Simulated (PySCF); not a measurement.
Levels of Pd¹⁷⁺ from EOM-EA-GCCSD

Reference: closed-shell Pd¹⁸⁺, [Ar] 3d10; one electron is added. Calculated with PySCF 2.14, two-component X2C-1e with screened spin-orbit coupling, an even-tempered Gaussian basis (19 s from 0.6 bohr⁻², ratio 2.6; 15 p from 0.78 bohr⁻², ratio 2.6; 10 d from 0.78 bohr⁻², ratio 2.6; 6 f from 0.8 bohr⁻², ratio 2.8); frozen [Ar]; the 100 highest virtual spinors dropped; of the others 70 kept and the rest restored at second order. No Breit or QED terms. Binding energies in eV.

```tsv
level	Koopmans	second order	EOM-CCSD
4s1/2	456.04	457.24	457.19
4p1/2	419.27	420.39	420.34
4p3/2	412.11	413.17	413.13
```

Electric-dipole lines between these computed levels:

```
lower  upper  ΔE (eV)  vacuum wavelength (nm)
4s1/2  4p1/2   36.848                   33.65
4s1/2  4p3/2   44.058                   28.14
```

For comparison, the ionisation energy of Pd¹⁷⁺ is 457.5 ± 0.15 eV (semi-empirical (NIST evaluation); NIST Atomic Spectra Database, ionization energies).
